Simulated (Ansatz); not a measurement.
Species: C3H5Cl, charge 0, singlet. C3H5Cl (2-chloroprop-1-ene, SMILES CC(=C)Cl).
B3LYP-D3(BJ)/def2-TZVP minimum from Ansatz (a quantum-chemistry and plane-wave program):
```xyz
9

C      0.9880    -0.9675     0.9154
C     -0.0105    -0.3385     0.3153
C     -1.4675    -0.5820     0.5216
Cl     0.3336     0.9251    -0.8573
H      2.0220    -0.7327     0.7111
H      0.7736    -1.7450     1.6368
H     -1.9639     0.3254     0.8715
H     -1.6170    -1.3728     1.2565
H     -1.9458    -0.8738    -0.4155
```
Charge 0, spin multiplicity 1.

Property: atomisation energy (electronic, to ground-state atoms), in kJ/mol. UHF or UKS for unpaired electrons; spin-orbit terms are left out. CBS(X,Y): correlation extrapolated as X^-3, Hartree-Fock from the larger set. A bracket is a step between two methods taken in the basis named. The functionals are non-relativistic, so their misses hold any scalar relativity. Double hybrids freeze cores in their MP2 part. '+ core + X2C': CCSD(T) terms for core correlation (cc-pwCVTZ, 1s frozen past Ne) and scalar relativity (cc-pVTZ-DK). For partners of very few electrons the exact lower level stands in for a higher one.

CCSD(T)/CBS(cc-pV(T+d)Z,cc-pV(Q+d)Z) + [CCSDT(Q) - CCSD(T)]/cc-pV(D+d)Z + core + X2C (Ansatz) gives 3533.0 kJ/mol.

Question: What does PBE/def2-TZVPD (Ansatz) give here, and how do the other levels compare?

Answer: PBE gives 3599.2 kJ/mol, 66.2 kJ/mol above it. Differences of the others: wB97M-V/def2-TZVPD (Ansatz) -3.3; B2PLYP/def2-TZVPD (Ansatz) -53.4; CCSD(T)/CBS(cc-pV(T+d)Z,cc-pV(Q+d)Z) + core + X2C (Ansatz) -2.2 kJ/mol. Nearer than PBE: wB97M-V/def2-TZVPD, B2PLYP/def2-TZVPD, CCSD(T)/CBS(cc-pV(T+d)Z,cc-pV(Q+d)Z) + core + X2C.
